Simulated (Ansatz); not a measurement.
Tl₂I⁺, relaxed as a singlet with RKS PBE0-D4/def2-SVP in Ansatz, starting from the GFN2-xTB geometry. Force threshold 0.02 eV/Å.

In the def2 sets I, Tl take a core potential; there is no spin–orbit coupling. The structure comes from a short search, and lower isomers may exist.

Start:

Cartesian coordinates in Å:
```
Tl 0.507 2.761 -0.465
Tl -0.250 -2.528 1.288
I -0.257 -0.234 -0.823
```

```csv
step,energy (eV),largest force component (eV/Å),SCF passes
1,-17487.6752,0.103,24
2,-17487.6784,0.068,30
3,-17487.6843,0.024,28
4,-17487.6861,0.011,28
5,-17487.6869,0.008,28
6,-17487.6870,0.001,30
```

Force components are those of the run's own axes.

End:

| atom | x (Å) | y (Å) | z (Å) |
| --- | --- | --- | --- |
| Tl1 | 0.4832 | 2.8564 | -0.6472 |
| Tl2 | -0.3122 | -2.7001 | 1.1931 |
| I3 | -0.1711 | -0.1563 | -0.5458 |

By distances, no bond broke or formed. The bond that changes most is Tl2–I3, from 3.12 to 3.08 Å (atoms count from 1).

The force fell under the threshold at step 4, but the optimiser went on. No frequencies were taken in this run, so the end may be a saddle point.

It took 29 s on 4 threads of Intel Xeon on a shared host.
